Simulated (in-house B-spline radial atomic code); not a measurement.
Sc⁶⁺. Computed with a B-spline radial atomic code. Model: all-electron spherical atom, spin shells full or empty, radial basis limit, no spin-orbit coupling, Breit or QED, empty-state partial waves extrapolated as (l+1/2)^-4, RPA, G0W0 and static COHSEX of the highest shell as one setting changes (uncorrelated shells keep exact exchange).

Given: element Sc; charge 6; filled core Ne; hamiltonian one-electron scalar X2C; mean-field start LDA VWN5; highest l of empty states 9; nuclear rms radius 3.5459 fm; highest mean-field shell 3p up.

Shell: 3s 1 1, 3p 3 0 (electrons up and down).

```json
{"lowest nl shells left uncorrelated": "0", "RPA correlation energy (hartree)": "-0.97581", "G0W0 level (eV)": "-137", "G0W0 minus most complete (meV)": "0", "COHSEX level (eV)": "-140.43", "linearised minus solved G0W0 (meV)": "-25"}
{"lowest nl shells left uncorrelated": "1", "RPA correlation energy (hartree)": "-0.83724", "G0W0 level (eV)": "-136.99", "G0W0 minus most complete (meV)": "11.7", "COHSEX level (eV)": "-140.43", "linearised minus solved G0W0 (meV)": "-24.9"}
{"lowest nl shells left uncorrelated": "2", "RPA correlation energy (hartree)": "?", "G0W0 level (eV)": "?", "G0W0 minus most complete (meV)": "?", "COHSEX level (eV)": "?", "linearised minus solved G0W0 (meV)": "?"}
{"lowest nl shells left uncorrelated": "3", "RPA correlation energy (hartree)": "?", "G0W0 level (eV)": "?", "G0W0 minus most complete (meV)": "?", "COHSEX level (eV)": "?", "linearised minus solved G0W0 (meV)": "?"}
{"lowest nl shells left uncorrelated": "4", "RPA correlation energy (hartree)": "-0.10285", "G0W0 level (eV)": "-137.64", "G0W0 minus most complete (meV)": "-637.3", "COHSEX level (eV)": "-139.94", "linearised minus solved G0W0 (meV)": "7.9"}
```

Problem. What follows for lowest nl shells left uncorrelated = 2?

Solution. RPA correlation energy -0.68443 hartree; G0W0 level -136.97 eV; G0W0 minus most complete 33.5 meV; COHSEX level -140.41 eV; linearised minus solved G0W0 -24.9 meV.

Problem. What follows for lowest nl shells left uncorrelated = 3?

Solution. RPA correlation energy -0.2766 hartree; G0W0 level -136.79 eV; G0W0 minus most complete 212.4 meV; COHSEX level -140.04 eV; linearised minus solved G0W0 -24.5 meV.
